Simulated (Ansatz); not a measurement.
`C=CN[SiH2]S` + CH₄ → `C=CN[SiH2]C` + H₂S  (formal exchange of groups at the Si–S bond)

Gas-phase electronic energies from Ansatz, PBE0-D4/def2-TZVP geometries. CCSD(T)/CBS adds triple-zeta CCSD(T) − MP2 to the extrapolated MP2 energy (def2 sets, frozen cores). This one scheme is used for every species. Functionals use def2-TZVPP. B3LYP here is the variant with VWN-RPA as its local correlation; programs differ in this. One conformer a species, not always the lowest.

`C=CN[SiH2]S`:

```xyz
12

C     1.060   -0.261   -2.081
C     0.183    0.088   -1.142
N     0.472    0.431    0.167
Si   -0.682    0.579    1.436
S    -0.897   -1.133    2.701
H     0.722   -0.486   -3.082
H     2.124   -0.321   -1.881
H    -0.877    0.138   -1.382
H     1.454    0.375    0.400
H    -1.962    0.895    0.760
H    -0.252    1.632    2.384
H    -1.346   -1.937    1.721
```

CH₄:

Z-matrix (Å, degrees):
```
C
H 1 1.090
H 1 1.090 2 109.5
H 1 1.090 2 109.5 3 -120.0
H 1 1.090 2 109.5 3 120.0
```

`C=CN[SiH2]C`:

Z-matrix (Å, degrees):
```
Si
C 1 1.862
N 1 1.733 2 109.1
H 1 1.493 2 108.8 3 123.4
H 1 1.487 2 112.6 3 -117.5
H 2 1.093 1 111.0 3 -59.9
H 2 1.093 1 110.3 3 -178.9
H 2 1.092 1 111.2 3 60.8
C 3 1.381 1 125.8 2 -153.5
H 3 1.010 1 119.2 2 38.8
C 9 1.333 3 126.7 1 -169.2
H 9 1.087 3 113.6 1 11.8
H 11 1.080 9 120.2 3 -178.4
H 11 1.085 9 122.0 3 1.2
```

H₂S:

```xyz
3

S    -0.340    0.307   -0.417
H    -0.601   -0.688    0.443
H     0.941    0.381   -0.026
```

| species | B3LYP energy (Eh) |
| --- | --- |
| `C=CN[SiH2]S` | -823.01517 |
| CH₄ | -40.53912 |
| `C=CN[SiH2]C` | -464.10088 |
| H₂S | -399.42676 |

**Question.** Work out ΔE.

**Answer.** ΔE = (-464.10088) + (-399.42676) − (-823.01517) − (-40.53912) = 0.02665 Eh = +70.0 kJ/mol. CCSD(T)/CBS gives +70.8 kJ/mol.

Largest T1 diagnostic among the species: 0.012.
